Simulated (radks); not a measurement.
Coulomb parameter of the 5d shell of the tungsten ion W+ in the model configuration [Xe] 4f14 5d2.5 6s1 6p1.5, as a second difference U = [E(n + 0.25) + E(n - 0.25) - 2 E(n)] / (0.25)^2 with all orbitals relaxed. "Bare": the charge of the atom changes with n. "Screened": the 6p shell takes up the change at fixed total charge, which measures U(5d,5d) + U(6p,6p) - 2 U(5d,6p). Calculated with a radial shooting solver on a logarithmic mesh with Libxc functionals: scalar-relativistic Kohn-Sham, PBE, spin-unpolarised, spherical densities, point nucleus.

case                          configuration  E - E(n) (eV)
start             [Xe] 4f14 5d2.5 6s1 6p1.5          0.000
bare +0.25       [Xe] 4f14 5d2.75 6s1 6p1.5         -3.771
bare -0.25       [Xe] 4f14 5d2.25 6s1 6p1.5          4.394
screened +0.25  [Xe] 4f14 5d2.75 6s1 6p1.25         -1.839
screened -0.25  [Xe] 4f14 5d2.25 6s1 6p1.75          1.957

U(bare) = 9.975 eV, U(screened by 6p) = 1.888 eV, against the Slater integral F0(5d,5d) = 13.548 eV with frozen orbitals.
